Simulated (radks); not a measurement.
Species: Cd V. Configuration: [Kr] 4d8.

Method: scalar-relativistic Kohn-Sham, PBE, spin-unpolarised, spherical densities, finite nucleus; Fermi nuclear charge, rms radius 4.6087 fm; computed with a radial shooting solver on a logarithmic mesh with Libxc functionals.

Energy parts (Ry):
| part | energy |
|---|---|
| total | -11180.34780 |
| kinetic | 11634.00381 |
| electron-nucleus | -26857.16667 |
| Hartree | 4347.93699 |
| exchange-correlation | -305.12193 |

Orbitals (lengths in bohr, moments of r in powers of bohr; r(max) is where P^2 peaks; r(90%) holds 90 % of the orbital's charge):
| orbital | occ. | eigenvalue (Ry) | <r> | r(max) | r(90%) |
|---|---|---|---|---|---|
| 1s | 2 | -1953.573 | 0.03040 | 0.01968 | 0.0546 |
| 2s | 2 | -293.5090 | 0.1317 | 0.1112 | 0.203 |
| 2p | 6 | -263.7881 | 0.1149 | 0.08899 | 0.187 |
| 3s | 2 | -57.99376 | 0.3582 | 0.3238 | 0.527 |
| 3p | 6 | -48.24302 | 0.3570 | 0.3171 | 0.537 |
| 3d | 10 | -32.98634 | 0.3346 | 0.2657 | 0.528 |
| 4s | 2 | -11.72175 | 0.8711 | 0.7932 | 1.26 |
| 4p | 6 | -8.82090 | 0.9432 | 0.8410 | 1.38 |
| 4d | 8 | -4.59523 | 1.152 | 0.9554 | 1.77 |

The highest occupied level is 4d at -62.521 eV. Summed over all electrons, <r^2> = 22.90 bohr^2, which gives a Langevin (diamagnetic) susceptibility term of -18.1 x 10^-6 cm^3/mol.
